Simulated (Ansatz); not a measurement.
Z-matrix (Å, degrees):
```
C
C 1 1.493
O 1 1.404 2 110.8
H 1 1.098 2 109.5 3 -119.0
H 1 1.099 2 109.4 3 123.8
C 2 1.325 1 124.2 3 -126.2
H 2 1.088 1 115.4 3 53.5
Al 3 1.690 1 132.0 2 102.6
H 6 1.084 2 121.8 1 -179.3
H 6 1.086 2 121.3 1 0.4
H 8 1.585 3 118.7 1 6.5
H 8 1.577 3 116.2 1 -174.8
```

The species carries charge 0 and has multiplicity 1.

Q: List the PBE0/def2-TZVPP orbital energies in eV (Ansatz). (Best estimate.)

A: The calculation gave: Occupied: -1527.73, -522.29, -279.57, -278.33, -278.15, -113.61, -73.74, -73.56, -73.51, -27.87, -22.03, -18.84, -15.82, -14.07, -13.02, -12.59, -11.90, -10.52, -10.33, -8.87, -8.33, -8.19, -7.71. Lowest empty: -0.98, -0.04, 0.83, 1.22, 1.90, 2.16, 2.71, 3.31.
